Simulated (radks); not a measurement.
Results of a calculation; reference values are marked as such.
Se+, 33 electrons, occupied as [Ar] 3d10 4s2 4p3. Code: a radial shooting solver on a logarithmic mesh with Libxc functionals. Model: Dirac Kohn-Sham, BLYP, spin-unpolarised, spherical densities, finite nucleus; open shells are shared between the two j in proportion to 2j + 1; Fermi nuclear charge, rms radius 4.14 fm. Some entries of the table are withheld. Estimate them.

orbital  occ.  eigenvalue (eV)  <r^2> (bohr^2)  r(max) (bohr)
1s1/2       2        -12514.39        0.002616        0.02879
2s1/2       2        -1617.225         0.04522         0.1646
2p1/2       2        -1452.194         0.03485            (1)
2p3/2       4        -1410.399         0.03631            (2)
3s1/2       2        -223.5563          0.3797         0.5023
3p1/2       2        -167.1426          0.3984         0.4944
3p3/2       4        -161.2580          0.4129         0.5031
3d3/2       4         -63.9847             (3)         0.4505
3d5/2       6         -63.0882             (4)         0.4533
4s1/2       2         -26.7555           3.468          1.488
4p1/2       1         -15.5749           5.123          1.723
4p3/2       2         -15.1273           5.313          1.755

Answer. 
(1) 2p1/2 r(max) (bohr): 0.1295
(2) 2p3/2 r(max) (bohr): 0.1327
(3) 3d3/2 <r^2> (bohr^2): 0.4929
(4) 3d5/2 <r^2> (bohr^2): 0.4998
